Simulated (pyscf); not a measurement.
•HN–SiH₃ -> H₂N–SiH₂•, a hydrogen shift (doublet surface; H–Si broken, H–N formed). Optimised with ωB97X-D3(BJ)/def2-SVP in PySCF. Correlated levels are frozen-core, on RHF or UHF. ΔMP2 is the change of the MP2 total energy from the triple- to the quadruple-zeta basis. Energies in kcal/mol from the reactant's lowest minimum found.

Small-basis levels: PySCF, no dispersion term, spherical d functions. Open shells are spin-unrestricted. 

Quick HF/6-31G* single points give ΔE‡ = 53.4 kcal/mol and ΔE = -8.0 kcal/mol. What does CCSD(T)/def2-TZVPP + ΔMP2(QZVPP) give, and how far is the quick result from it?

CCSD(T)/def2-TZVPP + ΔMP2(QZVPP) gives ΔE‡ = 30.4 kcal/mol and ΔE = -22.1 kcal/mol. HF/6-31G* lies 23.0 kcal/mol over it in the barrier and 14.1 kcal/mol over it in the reaction energy, so on this step it does not hold to within 3.0 kcal/mol. CCSD(T)/def2-TZVPP + ΔMP2(QZVPP) has limits of its own. One saddle was located; it need not be the lowest between these sides. The CCSD(T) − MP2 part came from Ansatz, without density fitting, on the same reference.
